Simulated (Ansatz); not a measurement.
Consider the substitution at a C–O bond: `COB(O)C(C)C` + `C=C(N)[TeH]` → `C=C(N)[Te]C` + `CC(C)B(O)O`.

Computed with Ansatz on PBE0-D4/def2-TZVP structures; ΔE is electronic, products minus reactants. CCSD(T)/CBS adds triple-zeta CCSD(T) − MP2 to the extrapolated MP2 energy (def2 sets, frozen cores). DFT in def2-TZVPP. B3LYP here is the variant with VWN-RPA as its local correlation; programs differ in this. def2 core potentials past Kr. For Te outer-core shells are correlated without core-valence functions, which leaves a few kJ/mol of doubt a bond. Each species was taken in one conformer, which may not be the lowest.

| level | ΔE (kcal/mol) | difference from CCSD(T)/CBS |
| --- | --- | --- |
| PBE-D4 | -15.4 | 1.6 |
| r2SCAN-D4 | -15.6 | 1.4 |
| PBE0-D4 | -15.3 | 1.7 |
| B3LYP-D4 | -14.3 | 2.7 |
| ωB97X-V | -14.1 | 2.9 |
| ωB97M-V | -15.0 | 2.0 |
| B2PLYP | -15.3 | 1.7 |
| PBE | -15.4 | 1.6 |
| r2SCAN | -15.7 | 1.3 |
| PBE0 | -15.3 | 1.7 |
| B3LYP | -14.1 | 2.9 |
| HF/def2-TZVPP | -12.3 | 4.7 |
| MP2/def2-TZVPP | -17.9 | -0.9 |
| SCS-MP2/def2-TZVPP | -16.2 | 0.8 |
| CCSD/def2-TZVPP | -15.0 | 2.0 |
| CCSD(T)/def2-TZVPP | -15.5 | 1.5 |
| HF/def2-QZVPP | -12.3 | 4.7 |
| MP2/def2-QZVPP | -18.8 | -1.8 |
| SCS-MP2/def2-QZVPP | -17.1 | -0.1 |
| HF/CBS(def2) | -12.4 | 4.6 |
| MP2/CBS(def2) | -19.4 | -2.4 |
| CCSD/CBS(def2) | -16.5 | 0.5 |
| CCSD(T)/CBS | -17.0 | 0 |

Largest T1 diagnostic among the species: 0.012.

In def2-TZVPP, CCSD(T) changes the Hartree–Fock value by −3.2 kcal/mol (the triples alone add −0.5 kcal/mol) and MP2 by −5.6 kcal/mol.
